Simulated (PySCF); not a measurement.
VOBr₂, SMILES [O]=[V]([Br])[Br] (connectivity only; charge and spin as stated), neutral, multiplicity 2. Atoms are numbered in the order given.

```xyz
4

V      0.0000     0.0000     0.5921
O      0.0000     0.0000     2.1543
Br     0.0000    -2.0772    -0.4408
Br     0.0000     2.0772    -0.4408
```
Charge 0, spin multiplicity 2.

Geometry optimised at PBE-D3(BJ)/def2-SVP. The spin state was assumed, not searched.

Level of theory: PBE-D3(BJ)/def2-SVP run with PySCF.

Frequencies are harmonic and unscaled.

```tsv
mode	ν (cm⁻¹)	IR (km/mol)	moving atoms (share of kinetic energy)
1	42	20.4	V 62 %, O 31 %
2	77	0.3	Br 66 %, V 25 %, O 9 %
3	194	1.4	O 78 %, Br 21 %
4	260	6.5	Br 63 %, V 27 %, O 9 %
5	422	76.6	V 75 %, Br 20 %
6	1106	146.4	O 75 %, V 25 %
```
